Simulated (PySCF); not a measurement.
Species: heptane, C7H16.
Structure used (PBE0-D3(BJ)/def2-SVP), in Å, numbered top down from 1:
```
atom  x, y, z in Å
C1    -3.8209    0.3725   -0.1069
C2    -2.5460   -0.3727    0.2541
C3    -1.2768    0.3648   -0.1502
C4     0.0048   -0.3736    0.2073
C5     1.2729    0.3638   -0.1970
C6     2.5555   -0.3748    0.1602
C7     3.8169    0.3697   -0.2466
H8    -4.7197   -0.1850    0.1976
H9    -3.8888    0.5448   -1.1933
H10   -3.8595    1.3588    0.3833
H11   -2.5223   -0.5631    1.3419
H12   -2.5514   -1.3699   -0.2210
H13   -1.2971    0.5557   -1.2390
H14   -1.2681    1.3631    0.3246
H15   -0.0044   -1.3718   -0.2676
H16    0.0247   -0.5643    1.2960
H17    1.2825    1.3621    0.2779
H18    1.2533    0.5549   -1.2858
H19    2.5427   -1.3717   -0.3152
H20    2.5714   -0.5658    1.2481
H21    3.8444    0.5443   -1.3344
H22    4.7258   -0.1895    0.0228
H23    3.8751    1.3549    0.2438
```

Level of theory: PBE0-D3(BJ)/def2-SVP geometry optimisation, gas phase in PySCF.

Take the most abundant isotopes and a rigid rotor. The values belong to one conformer with, in the numbering `[CH3:1][CH2:2][CH2:3][CH2:4][CH2:5][CH2:6][CH3:7]`, C1–C2–C3–C4 180°, C2–C3–C4–C5 180°, C3–C4–C5–C6 180°, C4–C5–C6–C7 180°.

Problem. What are A, B and C (MHz)?

Solution. Ia = 41.72, Ib = 694.32, Ic = 714.08 u·Å²; 505379 MHz·u·Å²/I gives A = 12115, B = 727.9, C = 707.7 MHz.

Problem. Classify the top.

Solution. A near-prolate asymmetric top. Ray's parameter κ = (2B − A − C)/(A − C) = -0.996; −1 is the prolate and +1 the oblate limit.

Problem. What does the inertial defect say?

Solution. Not planar: Δ = Ic − Ia − Ib = -21.95 u·Å². For a rigid frame Δ = −2 Σ m c², so Σ m c² = 10.97 u·Å² lies off the ab plane, practically all of it from hydrogen. The atom farthest from that plane is 0.89 Å away.

Problem. List the rotational levels J(Ka,Kc) to J = 2 (K).

Solution. Above 0(0,0), as E/k:
J = 1: 1(0,1) 0.069, 1(1,1) 0.615, 1(1,0) 0.616
J = 2: 2(0,2) 0.207, 2(1,2) 0.752, 2(1,1) 0.755, 2(2,1) 2.395, 2(2,0) 2.395
The levels of one J sum to (2J + 1)J(J + 1)(A + B + C)/3.

The dipole components are |μa| = 0.00 D, |μb| = 0.05 D, |μc| = 0.00 D.

Problem. Estimate the classical rotational partition function at 25 K, 50 K and 200 K.

Solution. Point group C2v, symmetry number σ = 2; q = (√π/σ)·√((kT/h)³/(ABC)), k/h = 20836.6 MHz/K: 4220 at 25 K, 11900 at 50 K, 95400 at 200 K.

No PBE0-D3(BJ)/def2-SVP frequencies stand behind this structure, so it isn't proved a minimum. Constants of a rigid frame at the computed geometry: no zero-point averaging, no centrifugal distortion. A rigid rotor knows nothing of internal rotation, which can split or shift real lines.
